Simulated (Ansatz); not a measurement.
All values below come from frozen-core CCSD(T)/cc-pVTZ // B3LYP-D3(BJ)/def2-TZVP run with Ansatz (a first-principles code).

Ansatz 0.2 input:
```yaml
crystal:
  periodic: [false, false, false]
  atoms:
    - { symbol: C, position_ang: [-0.838887, -1.552868, 0.269816] }
    - { symbol: Si, position_ang: [-0.087819, 0.138304, 0.635001] }
    - { symbol: C, position_ang: [-0.941155, 1.463031, -0.401542] }
    - { symbol: C, position_ang: [1.761593, 0.118858, 0.265124] }
    - { symbol: H, position_ang: [-0.365011, -2.336152, 0.863983] }
    - { symbol: H, position_ang: [-1.909069, -1.568211, 0.483355] }
    - { symbol: H, position_ang: [-0.703792, -1.805498, -0.787958] }
    - { symbol: H, position_ang: [-0.807212, 1.251817, -1.4685] }
    - { symbol: H, position_ang: [-0.527491, 2.453093, -0.202063] }
    - { symbol: H, position_ang: [-2.013101, 1.498199, -0.199494] }
    - { symbol: H, position_ang: [2.278733, -0.637678, 0.857875] }
    - { symbol: H, position_ang: [2.22071, 1.08592, 0.477538] }
    - { symbol: H, position_ang: [1.932503, -0.108814, -0.793136] }
basis:
  gaussian: { orbitals: cc-pVTZ }
correlation:
  method: ccsd_t
magnetization:
  spin_polarized: true
  initial_magnetization: 1
```

Output:

```
Functional definition: HF
1380 factors; integrals over basis functions are off by at most 1.2e-3 eV
mean field evaluation 1: about -11093.1778 eV, gradient 2.7e1 eV
mean field evaluation 2: about -11093.1816 eV, gradient 2.7e1 eV
mean field evaluation 4: about -11097.3052 eV, gradient 2.6e0 eV
mean field evaluation 8: about -11097.3906 eV, gradient 1.2e-3 eV
mean field evaluation 16: about -11097.3869 eV, gradient 1.9e-1 eV
mean field -11097.39060822 eV, -407.8215827707 hartree, gradient 3.1e-6 eV, S^2 0.753142; 0 other end points of the search recorded, 0 dependent functions left out
8 core orbitals not correlated
reference -11097.39060822 eV, -407.8215827707 hartree; 13, 12 occupied and 229, 230 virtual orbitals, 1380 factors
second order -17.53742160 eV of doubles, -0.00000000 eV of singles
cycle   1  -18.49008468 eV  change   -9.5e-1 eV  update   8.2e-2
cycle   2  -18.93768149 eV  change   -4.5e-1 eV  update   2.5e-2
cycle   3  -18.99713148 eV  change   -5.9e-2 eV  update   9.4e-3
cycle   4  -18.99389958 eV  change    3.2e-3 eV  update   2.8e-3
cycle   5  -18.99343894 eV  change    4.6e-4 eV  update   1.0e-3
cycle   6  -18.99327327 eV  change    1.7e-4 eV  update   3.7e-4
cycle   7  -18.99331490 eV  change   -4.2e-5 eV  update   1.2e-4
cycle   8  -18.99334719 eV  change   -3.2e-5 eV  update   4.2e-5
cycle   9  -18.99334352 eV  change    3.7e-6 eV  update   1.4e-5
perturbative correction -0.72492078 eV, -0.0266403474 hartree
Total energy: -11117.10887252 eV, -408.5462156182 hartree
```

Cost: roughly 22 core-minutes.
